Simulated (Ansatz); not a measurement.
Saddle point of C$_{2}$H$_{7}$In, singlet (C₂H₇In ([CH3][InH][CH3]) → C₂H₅In ([CH2][In][CH3]) + H₂; bonds formed: H2–H4; bonds broken: In1–H2, C3–H4), PBE0-D4/def2-TZVP structure:

```
10
angstrom
In -0.3061 0.0784 0.3217
H -0.7487 -0.2763 -1.7513
C -0.4785 1.8659 -0.7017
H -0.4031 0.6457 -1.6720
C 0.7426 -1.5647 1.1919
H -1.5081 1.9920 -1.0503
H -0.0716 2.8128 -0.3372
H 0.0394 -2.3534 1.4584
H 1.2839 -1.2473 2.0837
H 1.4499 -1.9533 0.4570
```

Energies are electronic, without zero-point energy. Barriers and step energies count from the start structure reached by relaxing down the imaginary mode; all methods use the PBE0-D4 structures, on which another method's saddle can fall below an end. Program: Ansatz 0.2.0. Basis: def2-TZVPP, with def2-QZVPP for the basis limit. Cores are frozen in the correlated methods. Filled d shells of the heavier atoms are correlated. Core potentials replace the inner electrons of the atoms past krypton. The def2 sets are not built for correlating such inner shells, so the correlated values are less sure here. B3LYP uses VWN-RPA correlation. Extrapolation: Hartree–Fock as exp(−7.88 √X), correlation as X^−2.97.

| method | barrier (kcal/mol) | step energy (kcal/mol) |
| --- | --- | --- |
| SPW92 | 62.87 | 53.62 |
| PBE-D4 | 64.83 | 49.46 |
| BLYP-D4 | 65.34 | 46.21 |
| r2SCAN-D4 | 69.49 | 52.73 |
| B97M-V | ? | 55.38 |
| PBE0-D4 | 72.42 | 55.65 |
| B3LYP-D4 | 71.62 | 51.81 |
| r2SCAN0-D4 | 75.00 | 57.05 |
| BHLYP-D4 | 80.19 | 58.51 |
| CAM-B3LYP-D4 | 77.18 | 57.19 |
| wB97X-V | 79.71 | 59.49 |
| wB97M-V | 77.54 | 57.50 |
| B2PLYP | 72.72 | 52.01 |
| PBE-QIDH | ? | 57.38 |
| RPA on PBE | ? | 51.18 |
| HF | 92.93 | 65.34 |
| MP2 | 72.59 | 51.06 |
| CCSD | 78.30 | 55.89 |
| CCSD(T) | 74.19 | 52.89 |

Problem. Fill in the withheld barriers. (To be estimated.)

Solution. The calculation gives: RPA on PBE 72.52; PBE-QIDH 76.32; B97M-V 70.99 kcal/mol. Each is the energy of the saddle less that of the start structure, by the same method.

For comparison, the barrier by CCSD(T) at an estimated basis limit (MP2 extrapolated from triple and quadruple zeta, plus CCSD(T) − MP2 in triple zeta) is 72.71 kcal/mol.

The T1 diagnostic stays at or below 0.017. The restricted Hartree–Fock reference is unstable towards an unrestricted one at one or more of these structures.

Labels in which every atom is bracketed show which atoms are joined, not bond orders.

For scale, one of the runs: CCSD(T)/def2-TZVPP, 210 basis functions, launched by `ansatz run in.yaml --threads 4 --pin off --events-out ev --progress --plain --max-ram 9574MiB`. Hardware: 4 CPU threads of an Arm Neoverse V2, shared host. Wall time 71 s; peak host memory 3.2 GiB.
